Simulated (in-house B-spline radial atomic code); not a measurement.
**Cu⁴⁺: [Ar] 3d7**

All numbers are computed (Dirac-Kohn-Sham PBEsol, spherical fractional occupations; Fermi nucleus of rms radius 3.8823 fm) with a B-spline radial code for spherical atoms, not measured.

Z_r = [3n² - l(l+1)]/(2<r>); Z_e = n√(-2ε); the last column is Slater's effective charge. Values are occupation-weighted means over j.

| shell | electrons | ε (eV) | <r> (bohr) | Z_r | Z_e | Slater |
| --- | --- | --- | --- | --- | --- | --- |
| 1s | 2 | -8911.6 | 0.05216 | 28.76 | 25.59 | 28.70 |
| 2s | 2 | -1133.4 | 0.2352 | 25.52 | 18.25 | 24.85 |
| 2p | 6 | -988.38 | 0.2065 | 24.22 | 17.05 | 24.85 |
| 3s | 2 | -183.4 | 0.6996 | 19.30 | 11.01 | 17.75 |
| 3p | 6 | -140.43 | 0.7262 | 17.21 | 9.64 | 17.75 |
| 3d | 7 | -70.892 | 0.8045 | 13.05 | 6.85 | 8.90 |

The least bound orbital is 3d5/2 at -70.75 eV, and it is also the most diffuse (<r> = 0.8059 bohr).

Spin-orbit splittings of the orbital energies (j = l + 1/2 above j = l - 1/2 when positive): 2p 20.45 eV, 3p 2.729 eV, 3d 0.3601 eV.

For the 1s electron the small component carries 1.09 % of the norm, the zero-frequency Breit interaction raises the level by 11.82 eV, self-energy by 5.989 eV, and vacuum polarisation lowers it by 0.544 eV.
